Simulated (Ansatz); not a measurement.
Born–Oppenheimer molecular dynamics of CH3NOSi (7 atoms, charge 0, multiplicity 1). It goes on from the last frame of an earlier run, with new velocities.

All numbers below come from Ansatz, UKS B3LYP-D4/6-31G*.

```
ensemble        : NVT, Langevin thermostat
time step       : 0.25 fs
steps asked     : 266
set temperature : 400 K
friction        : 0.05 /fs
masses          : H 2.014 u
seed            : 888395
```

First frame:

```xyz
7
Properties=species:S:1:pos:R:3
O -0.918 1.278 -1.033
Si 0.177 0.616 0.183
C 0.562 -1.371 0.373
N -0.450 -1.321 1.237
H -0.699 1.504 -1.940
H 0.308 1.790 0.828
H 0.917 -2.331 0.092
```

(1) How far do the bonds stretch over the last three quarters of this one trajectory? (Pairs bonded in most of those frames.)

Results:

(1) 
```csv
bond,mean (Å),spread (Å),shortest,longest
O1–Si2,1.649,0.015,1.61,1.66
O1–H5,0.969,0.028,0.91,1.01
Si2–C3,1.810,0.056,1.72,1.89
Si2–N4,1.854,0.059,1.77,2.01
Si2–H6,1.476,0.055,1.38,1.57
C3–N4,1.278,0.024,1.24,1.32
C3–H7,1.104,0.053,1.00,1.20
```

Mean temperature of the second half: 602 K. The mean temperature of the second half is 51 % above the set value. A run of 0.067 ps of so small a system gives no equilibrium averages.

The run took 14 min on 2 threads of Arm Neoverse N1, on a shared host, peak memory 0.17 GiB.
